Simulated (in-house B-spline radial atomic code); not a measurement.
## RPA and G0W0 on HSE06: Sn4+

Configuration [Kr] 4d10, mean-field start HSE06. Computed with an all-electron radial atomic-structure program (B-spline basis): all electrons, scalar-relativistic (spin-free one-electron X2C), finite nucleus, each spin shell either full or empty, empty states to l = 9 with an (l + 1/2)⁻⁴ tail; G0W0 by contour deformation at full frequency.

Command:
```bash
python run_gw.py task.json out
```
Settings (radii: box in bohr, nucleus in fm):
```
Z                        50
electrons                46
configuration            [Kr] 4d10
hamiltonian              x2c
method                   hse06
lmax                     9
rms_radius               4.6519
spin_polarised           False
box_radius               11.96
intervals                68
```

Cost of the run: 4.6 s on 1 thread of Arm Neoverse N1 (shared host).

Energies (hartree):

| term | value |
| --- | --- |
| mean-field total | -6172.73040 |
| Hartree-Fock functional on these orbitals | -6170.57103 |
| direct second order | -4.0175 |
| second-order exchange | 1.1163 |
| SOSEX correction | 1.0487 |

Task: What is the RPA correlation energy, and what remains with SOSEX?

Result: RPA gives -3.5808 hartree (-2.12 eV per electron); RPA + SOSEX gives -2.5321, and the second-order doubles -2.9012 hartree (no singles). SOSEX takes back 29 % of the RPA value.

Quasi-particle levels (eV):

| level | occupied | mean field | Σx - vxc | Σc | QP weight | G0W0 |
| --- | --- | --- | --- | --- | --- | --- |
| 4d | yes | -69.97 | -7.45 | ? | ? | ? |
| 5s | no | -45.03 | 6.02 | -2.01 | 0.979 | -41.02 |

G0W0 = mean field + (Σx - vxc) + Σc, with Σc (partial-wave tail included) taken at the quasi-particle energy. Only the outer levels were computed. Levels of low weight are left out.

Task: Where does G0W0 put 4d?

Result: At -77.27 eV, with Σc = 0.15 eV and a quasi-particle weight of 0.953. The tabulated removal energy is 77.03 ± 0.04 eV (NIST, measured); the calculation leaves out spin-orbit coupling, Breit and QED terms, and what these don't explain is the method's own error.
